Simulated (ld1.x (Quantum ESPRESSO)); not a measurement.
PBE RRKJ dataset for aluminium, non-relativistic all-electron reference.

aluminium, norm-conserving RRKJ (Kleinman–Bylander form), made with ld1.x (Quantum ESPRESSO) 7.5 (PBE, non-relativistic). Core [Ne], reference 3s2 3p0.5 (charge +0.5). Waves: 3p (bound): rc 1.65 bohr; 3s (bound): rc 1.75 bohr. Local part: the s channel. Core correction: none.

All-electron outer shells of the reference configuration (PBE, non-relativistic, ld1.x):

```csv
shell,level (eV),outermost node (bohr),outermost maximum (bohr)
3s,-11.07,0.80,2.06
3p,-5.71,0.82,2.52
```

Calculated quality:

| Item | Value |
| --- | --- |
| Cutoffs needed | 12 Ry and 35 Ry (the cutoffs (Ry, on a coarse ladder) from which the occupation-weighted sum of valence levels, in a spherical-Bessel basis at the reference potential, stays within 10 and 1 mRy of its value at 400 Ry) |
| Ghost test | no extra level below or beside the all-electron valence levels (p, s, d, f tested) (spherical-Bessel basis up to 400 Ry, 20 bohr box) |
| Largest excitation error | +47 meV (all-electron minus pseudo) for 3s0 3p3, out of 7 test configurations |

Generation and tests took about 0.9 s on one core of a shared server CPU.
